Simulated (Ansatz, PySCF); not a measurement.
System: silylphosphine, sum formula SiPH5, net charge 0, singlet state. SMILES: [SiH3]P
Geometry: optimised at B3LYP-D3(BJ)/def2-TZVP (Ansatz, a program for electronic structure).

PBE beside other levels, property by property. Cores are frozen in the correlated levels unless marked. UHF or UKS for open shells. No spin-orbit coupling. Non-relativistic. CBS(X,Y): correlation extrapolated as X^-3; Hartree-Fock from the larger set. [CCSD(T)-MP2]/basis is that difference in the basis named. Rows marked 298 K are enthalpies with B3LYP-D3(BJ) harmonic zero-point and thermal terms from PySCF. Atomisation energies are electronic, to ground-state atoms; the column to compare with has the core term from cc-pwCVTZ added, other frozen-core levels have none. Vertical energies are electronic, to the SCF solution reached for that spin. Anions need diffuse functions, of which def2-TZVPD holds fewer than the aug- sets. The coupled-cluster column (Ansatz) is a level with limits of its own: (a) RI-MP2/CBS(aug-cc-pV(T+d)Z,aug-cc-pV(Q+d)Z)+[CCSD(T)-MP2]/aug-cc-pV(T+d)Z; (b) RI-MP2/CBS(def2-TZVPPD,def2-QZVPPD)+[CCSD(T)-MP2]/def2-TZVPPD.

```
property                                                                           PBE/def2-TZVPD (Ansatz)  M06-2X/def2-TZVPD (PySCF)  wB97X-V/def2-TZVPD (Ansatz)  CCSD(T)/aug-cc-pV(D+d)Z (Ansatz)  coupled cluster
---------------------------------------------------------------------------------  -----------------------  -------------------------  ---------------------------  --------------------------------  ---------------
H-Si bond dissociation enthalpy, 298 K, to [SiH2]P + H atom (kcal/mol)                                82.7                       86.2                         89.4                              85.3         89.8 (a)
deprotonation enthalpy (H-P bond), 298 K, to [SiH3][PH-] + H+ (kcal/mol)                             350.1                      351.5                        354.7                             352.0        351.4 (a)
atomisation energy (kcal/mol)                                                                        449.1                      455.1                        464.6                             423.7        458.5 (a)
P-Si bond dissociation enthalpy, 298 K, to [SiH3] (SiH3) + [PH2] (PH2) (kcal/mol)                     68.7                       68.4                         72.5                              64.1         71.7 (a)
H-P bond dissociation enthalpy, 298 K, to [SiH3][PH] + H atom (kcal/mol)                              78.3                       80.1                         81.5                              77.6         82.4 (a)
deprotonation enthalpy (H-Si bond), 298 K, to [SiH2-]P + H+ (kcal/mol)                               360.0                      363.1                        367.7                             362.8        364.5 (a)
vertical ionisation energy to the doublet (eV)                                                        9.72                       9.79                         9.86                              9.75         9.97 (b)
```

As the rows show:
- H-Si bond dissociation enthalpy, 298 K, to [SiH2]P + H atom: PBE lies 7.1 kcal/mol below coupled cluster.
- deprotonation enthalpy (H-P bond), 298 K, to [SiH3][PH-] + H+: PBE lies 1.3 kcal/mol below coupled cluster.
- atomisation energy: PBE lies 9.4 kcal/mol below coupled cluster.
- P-Si bond dissociation enthalpy, 298 K, to [SiH3] (SiH3) + [PH2] (PH2): PBE lies 3.0 kcal/mol below coupled cluster.
- H-P bond dissociation enthalpy, 298 K, to [SiH3][PH] + H atom: PBE lies 4.1 kcal/mol below coupled cluster.
- deprotonation enthalpy (H-Si bond), 298 K, to [SiH2-]P + H+: PBE lies 4.5 kcal/mol below coupled cluster.
- vertical ionisation energy to the doublet: PBE lies 0.25 eV below coupled cluster.
